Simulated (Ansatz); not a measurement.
Species: GaN, charge 0, triplet. GaN (SMILES [Ga]=[N], triplet).
B3LYP-D3(BJ)/def2-TZVP minimum from Ansatz (a program for electronic structure):
```xyz
2

Ga     0.0000     0.0000    -0.3434
N      0.0000     0.0000     1.5209
```
Charge 0, spin multiplicity 3.

Total energies in cc-pVDZ, 8 correlated electrons, 15 frozen orbitals. Open shells are spin-unrestricted; no spin-orbit coupling. Correlated methods leave the cores frozen (noble-gas shells, and filled d and f shells in the p block). No relativity. The UHF reference of GaN ([N]=[Ga], triplet) is spin-contaminated (<S^2> up to 0.11 over the pure value in the sets run). The determinant of GaN ([N]=[Ga], triplet) is a saddle point of the SCF energy; a lower one exists, which strains HF and MP2.

```json
[
 {"method": "HF", "program": "Ansatz", "energy (Eh)": "-1977.57724", "minus CCSDTQ (mEh)": "189.26"},
 {"method": "MP2", "program": "Ansatz", "energy (Eh)": "-1977.72482", "minus CCSDTQ (mEh)": "41.68"},
 {"method": "CCSD", "program": "Ansatz", "energy (Eh)": "-1977.75683", "minus CCSDTQ (mEh)": "9.67"},
 {"method": "CCSD(T)", "program": "Ansatz", "energy (Eh)": "-1977.76361", "minus CCSDTQ (mEh)": "2.88"},
 {"method": "CCSDT(Q)", "program": "Ansatz", "energy (Eh)": "-1977.76667", "minus CCSDTQ (mEh)": "-0.17"},
 {"method": "CCSDTQ", "program": "Ansatz", "energy (Eh)": "-1977.76650", "minus CCSDTQ (mEh)": "0.00"}
]
```

Rough core times of Ansatz's runs on a shared machine: CCSD(T) under 20 s, CCSDT(Q) 20 s, CCSDTQ 2 min.
